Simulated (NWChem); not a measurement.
System: InSiH3Cl2; SMILES [SiH3][In]([Cl])[Cl]

```xyz
7

In    -0.0019    -0.0185     0.0089
Cl    -1.9303     1.3283    -0.0063
Cl     1.9385     1.3112    -0.0074
Si    -0.0068    -2.5827     0.0146
H      1.1469    -3.0681     0.8251
H      0.1321    -3.0409    -1.3993
H     -1.2937    -3.0701     0.5883
```
Atoms are numbered in this order, from 1.

Level: PBE0/def2-SVP with def2 effective core potentials on In (NWChem), optimised geometry, unscaled harmonic frequencies. def2 effective core potentials on In; no spin-orbit coupling.

Task: List the harmonic frequencies with IR intensities, and the thermochemistry.

Result: 
```csv
frequency (cm⁻¹),IR intensity (km/mol)
14,0.0
68,2.2
87,7.6
104,10.6
283,2.0
371,50.2
375,61.3
461,3.0
481,0.4
832,311.7
927,38.5
930,38.5
2236,44.8
2256,52.9
2263,53.9
```

```
Quantity                                                                           Result
-----------------------------------------------------------------------  ----------------
zero-point energy                                                           16.7 kcal/mol
thermal correction to the enthalpy at 298.15 K (with zero-point energy)     22.2 kcal/mol
heat capacity Cv                                                         22.7 cal/(mol K)
entropy at 298.15 K and 1 atm (symmetry number 1)                        95.5 cal/(mol K)
```

Rigid rotor and harmonic oscillator; modes under 100 cm⁻¹ make the entropy uncertain.
